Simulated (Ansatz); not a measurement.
Input file for Ansatz (an electronic-structure program): R-wB97M-V/def2-TZVPP on GaCu, 2S+1 = 1, a spin state set in the input, which need not be the lowest, a point of a bond scan (R = 2.428 Å).

Ansatz 0.2 input:
```yaml
crystal:
  periodic: [false, false, false]
  atoms:
    - {symbol: Cu, position_ang: [0.00000000, 0.00000000, 0.00000000]}
    - {symbol: Ga, position_ang: [0.00000000, 0.00000000, 2.42803700]}
basis:
  gaussian:
    orbitals: def2-TZVPP
    pivot_positions_ang: [[0.00000000, 0.00000000, 0.00000000], [0.00000000, 0.00000000, 2.42803700]]
hamiltonian:
  xc: {name: wB97M-V}
output: {forces: true, orbitals: {seedname: ./end}}
```

Task: Give the final energy of this run.

Result: -3565.1712 hartree.

Task: How many basis functions does it have, and what does it roughly cost on one machine?

Result: 112 functions; about 5 core-seconds (a rough figure).
